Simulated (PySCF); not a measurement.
Sn(H)2(SH)2 (H₄S₂Sn), SMILES [SH][SnH2][SH]. Coordinates come from a B3LYP-D3(BJ)/def2-SVP optimisation. The def2 effective core potentials stand for the cores of Sn; spin–orbit coupling is left out. The values are those of a single conformer.

Calculation: B3LYP-D3(BJ)/def2-SVP run with PySCF.

Harmonic wavenumbers (cm⁻¹): 85, 138, 178, 337, 347, 359, 498, 604, 681, 723, 724, 1901, 1919, 2670, 2671. Rotational constants (GHz): 5.253, 1.867, 1.430; symmetry number 2.

Problem. Work out the zero-point energy and the ideal-gas rigid-rotor harmonic-oscillator thermochemistry at 298.15 K and 1 atm.

Solution. ZPE = ½ Σ hcν = ½ × 13835 cm⁻¹ = 82.75 kJ/mol. H − E(el) = 102.72 kJ/mol. Entropy in J/(mol K): translation 173.98, rotation 109.42, vibration 60.61, total 344.01. G − E(el) = 0.15 kJ/mol. Cp = 96.99 J/(mol K). Modes under 150 cm⁻¹ make the vibrational entropy uncertain.
